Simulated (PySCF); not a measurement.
**Electronic structure of I⁺ (iodine, charge +1) at the M06-L level**

Configuration: [Kr] 4d10 5s2 5p4, high-spin 3P determinant. Computed with PySCF 2.14 in x2c-TZVPall (8s6p4d2f, 60 functions), with the spin-free X2C one-electron Hamiltonian (Gaussian nucleus).

- Total energy: -7115.03 hartree
- One-electron energy: -9733.80 hartree
- Hartree (Coulomb) energy: 2801.60 hartree
- Exchange-correlation energy: -182.83 hartree
- ⟨S²⟩: 2.0032
- ⟨L²⟩: 2.019
- Sum of ⟨r⟩: 34.99 bohr
- Sum of ⟨r²⟩: 51.26 bohr²
- Traceless quadrupole moment −½Σ⟨3z² − r²⟩ along its main axis: -2.43 e·bohr²
- Langevin diamagnetic susceptibility: -40.6 ×10⁻⁶ cm³/mol
- Time after the integrals: 2.4 s of wall time on 1 thread of Neoverse-N1 (shared host)

```json
{"shell": "1s α", "electrons": "1", "mean orbital energy (eV)": "-32980.6", "spread (eV)": "0", "rms radius, mean of both spins (bohr)": "0.0311"}
{"shell": "1s β", "electrons": "1", "mean orbital energy (eV)": "-32980.6", "spread (eV)": "0", "rms radius, mean of both spins (bohr)": "0.0311"}
{"shell": "2s α", "electrons": "1", "mean orbital energy (eV)": "-5125.6", "spread (eV)": "0", "rms radius, mean of both spins (bohr)": "0.127"}
{"shell": "2s β", "electrons": "1", "mean orbital energy (eV)": "-5125.5", "spread (eV)": "0", "rms radius, mean of both spins (bohr)": "0.127"}
{"shell": "2p α", "electrons": "3", "mean orbital energy (eV)": "-4599.6", "spread (eV)": "0.102", "rms radius, mean of both spins (bohr)": "0.113"}
{"shell": "2p β", "electrons": "3", "mean orbital energy (eV)": "-4599.5", "spread (eV)": "0.051", "rms radius, mean of both spins (bohr)": "0.113"}
{"shell": "3s α", "electrons": "1", "mean orbital energy (eV)": "-1051.7", "spread (eV)": "0", "rms radius, mean of both spins (bohr)": "0.335"}
{"shell": "3s β", "electrons": "1", "mean orbital energy (eV)": "-1051.7", "spread (eV)": "0", "rms radius, mean of both spins (bohr)": "0.335"}
{"shell": "3p α", "electrons": "3", "mean orbital energy (eV)": "-879.17", "spread (eV)": "0.238", "rms radius, mean of both spins (bohr)": "0.335"}
{"shell": "3p β", "electrons": "3", "mean orbital energy (eV)": "-879.10", "spread (eV)": "0.190", "rms radius, mean of both spins (bohr)": "0.335"}
{"shell": "3d α", "electrons": "5", "mean orbital energy (eV)": "-620.50", "spread (eV)": "0.215", "rms radius, mean of both spins (bohr)": "0.314"}
{"shell": "3d β", "electrons": "5", "mean orbital energy (eV)": "-620.42", "spread (eV)": "0.158", "rms radius, mean of both spins (bohr)": "0.314"}
{"shell": "4s α", "electrons": "1", "mean orbital energy (eV)": "-195.63", "spread (eV)": "0", "rms radius, mean of both spins (bohr)": "0.787"}
{"shell": "4s β", "electrons": "1", "mean orbital energy (eV)": "-195.45", "spread (eV)": "0", "rms radius, mean of both spins (bohr)": "0.787"}
{"shell": "4p α", "electrons": "3", "mean orbital energy (eV)": "-141.28", "spread (eV)": "0.542", "rms radius, mean of both spins (bohr)": "0.844"}
{"shell": "4p β", "electrons": "3", "mean orbital energy (eV)": "-141.10", "spread (eV)": "0.421", "rms radius, mean of both spins (bohr)": "0.844"}
{"shell": "4d α", "electrons": "5", "mean orbital energy (eV)": "-61.428", "spread (eV)": "0.611", "rms radius, mean of both spins (bohr)": "0.993"}
{"shell": "4d β", "electrons": "5", "mean orbital energy (eV)": "-61.163", "spread (eV)": "0.425", "rms radius, mean of both spins (bohr)": "0.993"}
{"shell": "5s α", "electrons": "1", "mean orbital energy (eV)": "-27.267", "spread (eV)": "0", "rms radius, mean of both spins (bohr)": "2.07"}
{"shell": "5s β", "electrons": "1", "mean orbital energy (eV)": "-25.360", "spread (eV)": "0", "rms radius, mean of both spins (bohr)": "2.07"}
{"shell": "5p α", "electrons": "3", "mean orbital energy (eV)": "-16.130", "spread (eV)": "1.162", "rms radius, mean of both spins (bohr)": "2.52"}
{"shell": "5p β", "electrons": "1", "mean orbital energy (eV)": "-14.691", "spread (eV)": "0", "rms radius, mean of both spins (bohr)": "2.52"}
```

Densities and radii are taken from the X2C orbitals without a picture-change correction, which distorts them close to the nucleus.
